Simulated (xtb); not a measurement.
FHI2OSi, SMILES O[Si](F)(I)I. All values are semi-empirical tight-binding results from xtb (GFN2-xTB unless named), good for trends rather than for accurate numbers. Coordinates come from a GFN2-xTB optimisation. The structure was generated by enumeration, and PubChem lists no compound with its InChIKey, so it may never have been made. One conformer was computed; it need not be the lowest.

- orbital gap = 5.54 eV
- zero-point energy = 11.6 kcal/mol
- G − E(el) at 298.15 K (modified RRHO) = -10.6 kcal/mol
- static polarisability (D4 model) = 103.2 bohr³
- solvation energy, GFN2-xTB/ALPB(water) = -7.4 kcal/mol
- solvation energy, GFN2-xTB/ALPB(ch2cl2) = -7.4 kcal/mol
